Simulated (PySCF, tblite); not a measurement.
Compound: C8H7F3O.
Atom-mapped SMILES: `[CH2:1]=[C:2]([c:3]1[cH:4][c:5]1=[O:6])[C@H:7]([CH3:8])[C:9]([F:10])([F:11])[F:12]` (hydrogens: H13, H14 on C1; H15 on C4; H16 on C7; H17, H18, H19 on C8)

Computed geometry: GFN2-xTB, gas phase.

(1) List the bond lengths, angles and torsions at this level.

## Answers

(1) 
```
                  bond  length (bohr)
                 C1=C2          2.523
                 C2–C3          2.707
                 C3–C4          2.571
                 C4–C5          2.692
                 C5=O6          2.254
                 C2–C7          2.864
                 C7–C8          2.891
                 C7–C9          2.886
C9–F10, C9–F11, C9–F12          2.535
                 C3–C5          2.718
                C1–H13          2.034
                C1–H14          2.034
                C4–H15          2.016
                C7–H16          2.070
C8–H17, C8–H18, C8–H19          2.054
```

Bonds in one row agree within 0.02 bohr and their mean is given. A selection of angles:
```
     angle  degrees
 C2–C1–H13    120.7
 C2–C1–H14    122.2
H13–C1–H14    117.1
  C1–C2–C3    119.3
  C1–C2–C7    121.8
  C3–C2–C7    118.9
  C2–C3–C4    148.5
  C2–C3–C5    150.4
  C4–C3–C5     61.1
  C3–C4–C5     62.1
 C3–C4–H15    145.1
 C5–C4–H15    152.7
  C4–C5–O6    152.3
  C3–C5–C4     56.8
  C3–C5–O6    150.9
  C2–C7–C8    112.1
  C2–C7–C9    110.7
 C2–C7–H16    108.7
  C8–C7–C9    109.8
 C8–C7–H16    109.7
 C9–C7–H16    105.5
 C7–C8–H17    110.2
 C7–C8–H18    110.7
H17–C8–H18    108.8
 C7–C9–F10    113.8
 C7–C9–F11    111.2
F10–C9–F11    106.2
F10–C9–F12    106.5
```

Dihedral angles: C1–C2–C3–C4 -176° (antiperiplanar); C1–C2–C7–C8 -120° (anticlinal); C2–C7–C9–F10 73° (synclinal).

All 3 C–F bonds measure 1.339 to 1.343 Å. The 3-membered ring C3–C4–C5 has internal angles of 56.8° to 62.1°. Of the pairs four or more bonds apart, C4···F10 is among the closest relative to their van der Waals radii: 2.92 Å, 92 % of the sum of Bondi's values. The C–C distances run from 1.335 Å (C1=C2, drawn double) to 1.530 Å (C7–C8, drawn single), a spread of 0.195 Å.

Point group: C1 (no symmetry element, even within 0.4 Å). Its GFN2-xTB frequencies are all real (lowest 25 cm⁻¹). The numbers are those of one conformer. 3 starts were optimised and ended at 0.00, 0.49 and 0.86 kcal/mol (GFN2-xTB); the lowest of these is shown.
